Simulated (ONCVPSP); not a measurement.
krypton: excitation energies, all-electron against ONCV

```json
{
 "Element": "Kr (Z = 36)",
 "Generator": "ONCVPSP 4.0.1",
 "Type": "optimised norm-conserving Vanderbilt (ONCV)",
 "Functional": "PBE",
 "Relativity": "fully relativistic",
 "Frozen core": "[Ne]",
 "Valence charge": "26",
 "Reference configuration": "3s2 3p6 3d10 4s2 4p6",
 "Partial waves": "3s+4s: rc 1.00 bohr, ncon 4, nbas 7, qcut 14.3 1/bohr, 2 projectors; 3p+4p: rc 0.75 bohr, ncon 4, nbas 7, qcut 21.7 1/bohr, 2 projectors; 3d: rc 0.85 bohr, ncon 4, nbas 9, qcut 15.3 1/bohr, 2 projectors, debl 1.3 Ha; f scattering state at 0.07 Ha: rc 0.85 bohr, ncon 4, nbas 8, qcut 14.1 1/bohr, 2 projectors, debl 1.1 Ha",
 "Local potential": "polynomial inside 0.60 bohr (lpopt 4, dvloc0 3 Ha)",
 "Core correction": "none"
}
```

Open shells are filled in proportion to 2j + 1.

In the d channel the program set the typed energies aside and used -2.971, 0.250 Ha (j = l + 1/2; the other j can differ).

Energies are relative to the spin-unpolarised reference configuration 3s2 3p6 3d10 4s2 4p6; without spin polarisation the order of configurations can differ from experiment.

```csv
valence configuration,charge,ΔE all-electron (eV),error AE − PS (meV)
3s2 3p6 3d10 4s2 4p5,+1,14.296,+2.6
3s2 3p6 3d10 4s2 4p4,+2,39.480,+6.2
3s2 3p6 3d10 4s2 4p3,+3,76.563,+11
3s2 3p6 3d10 4s2 4p2,+4,126.385,+16
```

Levels in the configuration 3s2 3p6 3d10 4s2 4p4:

```csv
level,all-electron (eV),pseudo (eV)
3s j=1/2,-289.321,-289.342
3p j=3/2,-218.014,-218.017
3p j=1/2,-225.937,-225.936
3d j=5/2,-106.262,-106.257
3d j=3/2,-107.568,-107.560
4s j=1/2,-46.066,-46.066
4p j=3/2,-30.714,-30.711
4p j=1/2,-31.517,-31.511
```
